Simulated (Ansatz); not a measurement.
Relaxation of CH₄AlNS (8 atoms, charge 0, multiplicity 1), to a largest force component of 0.015 eV/Å in at most 40 steps.

Level of theory: Ansatz 0.2.0, RKS PBE0/def2-SVP.

```xyz
8
Properties=species:S:1:pos:R:3
N -1.028 1.059 0.794
Al 0.504 0.132 0.331
C 0.364 -1.442 -0.850
S -0.798 -1.858 -1.354
H -0.773 1.918 1.335
H -1.463 1.496 -0.114
H 1.950 0.613 0.901
H 1.335 -1.975 -1.100
```

**Question.** Where does it end, and by what steps?

**Answer.** The forces met the threshold. The force dipped under the threshold on the way, but the program's further checks kept it going. After 13 steps the energy has fallen by 3.640 eV; H6 moved furthest, 0.61 Å. The start is strongly strained (largest force component 24 eV/Å).

```
step  energy less start (eV)  largest force component (eV/Å)  accepted
   0                  0.0000                          23.908       yes
   1                 -2.7055                           8.340       yes
   2                 -3.3667                           2.226       yes
   3                 -3.5558                           0.820       yes
   4                 -3.5873                           0.495       yes
   5                 -3.6066                           0.359       yes
   6                 -3.6308                           0.231       yes
   7                 -3.6352                           0.179       yes
   8                 -3.6376                           0.118       yes
   9                 -3.6399                           0.041       yes
  10                 -3.6402                           0.008       yes
  11                 -3.6402                           0.040       yes
  12                 -3.6400                           0.042        no
  13                 -3.6403                           0.001       yes
```

```xyz
8
Properties=species:S:1:pos:R:3
N -0.778 1.196 0.589
Al 0.668 0.208 0.376
C 0.448 -1.352 -0.828
S -1.001 -1.621 -1.522
H -0.872 2.028 1.158
H -1.655 0.974 0.126
H 2.024 0.577 1.111
H 1.259 -2.066 -1.065
```

The run took 54 s on 1 thread of Arm Neoverse V1, with other jobs on the host, peak memory 0.16 GiB.
